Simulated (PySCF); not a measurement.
**Dipole response of Cr³⁺ (chromium, charge +3)**

[Ar] 3d3, high-spin 4F determinant. All numbers are calculated (PySCF 2.14, no relativity, point nucleus, in aug-cc-pVTZ with one added diffuse shell each of s, p, d, f, g type (9s8p6d4f3g, 118 functions)). Coupled (time-dependent) response in atomic units; α is the mean over directions.

```json
{"method": "PBE0", "mean α (bohr³)": "2.094", "C₆ (like pair)": "5.263", "S(−4)": "1.527"}
```

S(−4) is the Cauchy moment in α(ω) = α(0) + S(−4) ω² + …

α(iu) at PBE0:

```tsv
u (hartree)	α(iu) (bohr³)
0	2.094
0.0500	2.090
0.100	2.079
0.200	2.037
0.300	1.973
0.500	1.814
0.750	1.605
1.00	1.413
1.50	1.097
2.00	0.8596
3.00	0.5524
5.00	0.2746
```

A single London oscillator, α(iu) = α/(1 + u²/ω²), gives C₆ = (3/4) ω α². Matching the computed C₆ needs ω = 4 × 5.263 / (3 × 2.094²) = 1.60 hartree.

For an ion, C₆ is the dispersion term alone; charge-induced terms of lower order in 1/R come first.
